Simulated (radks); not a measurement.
Results of a calculation; reference values are marked as such.
Q: All-electron atom: Xe3.25+ in [Kr] 4d10 5s2 5p(1/2: 2, 3/2: 0.75) (fractional occupations, a model configuration). Level of theory: Dirac Kohn-Sham, PBEsol, spin-unpolarised, spherical densities, finite nucleus; Fermi nuclear charge, rms radius 4.7859 fm (a radial shooting solver on a logarithmic mesh with Libxc functionals). Some entries of the table are withheld. Estimate them.

| orbital | occ. | eigenvalue (eV) | <1/r> (bohr^-1) |
|---|---|---|---|
| 1s1/2 | 2 | -34364.84 | (1) |
| 2s1/2 | 2 | -5377.982 | 13.58 |
| 2p1/2 | 2 | -5055.823 | 13.57 |
| 2p3/2 | 4 | -4731.423 | 12.47 |
| 3s1/2 | 2 | -1129.154 | 4.856 |
| 3p1/2 | 2 | (2) | 4.768 |
| 3p3/2 | 4 | (3) | 4.497 |
| 3d3/2 | 4 | -697.4635 | (4) |
| 3d5/2 | 6 | -684.4359 | (5) |
| 4s1/2 | 2 | -233.5247 | 1.970 |
| 4p1/2 | 2 | -186.0494 | (6) |
| 4p3/2 | 4 | -173.6975 | (7) |
| 4d3/2 | 4 | -96.7990 | 1.533 |
| 4d5/2 | 6 | -94.7942 | 1.511 |
| 5s1/2 | 2 | -52.9029 | 0.7573 |
| 5p1/2 | 2 | (8) | 0.6698 |
| 5p3/2 | 0.75 | (9) | 0.6440 |

A: 
(1) 1s1/2 <1/r> (bohr^-1): 58.09
(2) 3p1/2 eigenvalue (eV): -995.1581
(3) 3p3/2 eigenvalue (eV): -933.5464
(4) 3d3/2 <1/r> (bohr^-1): 4.355
(5) 3d5/2 <1/r> (bohr^-1): 4.285
(6) 4p1/2 <1/r> (bohr^-1): 1.861
(7) 4p3/2 <1/r> (bohr^-1): 1.773
(8) 5p1/2 eigenvalue (eV): -40.6853
(9) 5p3/2 eigenvalue (eV): -38.9286
